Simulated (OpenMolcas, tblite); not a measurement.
## SnNH4F (SMILES [NH2][SnH2][F]): methods side by side

SnNH4F has 7 atoms, charge 0, and is taken as a singlet. As SMILES, `[NH2][SnH2][F]`. The coordinates come from a PBE0-D4/def2-TZVP relaxation. This is one conformer, not always the lowest.

Each level gives the vertical energy of the triplet above the singlet (eV). The values are calculated.

| level | kind | program | value (eV) | less CCSD(T)/def2-SVP | CPU time (all runs) |
| --- | --- | --- | --- | --- | --- |
| GFN2-xTB | semi-empirical | tblite | 4.75 | -1.01 | under 2 s |
| HF/def2-SVP (core potential) | Hartree–Fock | OpenMolcas | 5.16 | -0.60 | 17 s |
| SVWN5/def2-SVP (core potential) | LDA | OpenMolcas | 5.52 | -0.24 | 83 s |
| PBE/def2-SVP (core potential) | GGA | OpenMolcas | 5.38 | -0.38 | 84 s |
| r2SCAN/def2-SVP (core potential) | meta-GGA | OpenMolcas | 5.43 | -0.33 | 1.8 min |
| M06-2X/def2-SVP (core potential) | hybrid meta-GGA | OpenMolcas | 5.83 | +0.07 | 1.7 min |
| CCSD(T)/def2-SVP (core potential), open shells restricted | coupled cluster or CI | OpenMolcas | 5.76 | 0.00 | 2.1 min |

CCSD(T)/def2-SVP (core potential), open shells restricted is the highest level here, not the true value. Spin-orbit coupling, which can split open shells on such heavy atoms by tenths of an eV, is left out. The values span 4.75 to 5.83 eV. A triplet this far above the singlet is often a Rydberg-like or dissociative state; sets without diffuse functions put Rydberg states too high. In the correlated wave-function rows the outer d shell of Sn is correlated, in sets not made for it. CPU times are rough (shared hosts, several kinds of processor): they show what a rung costs within a factor of a few.
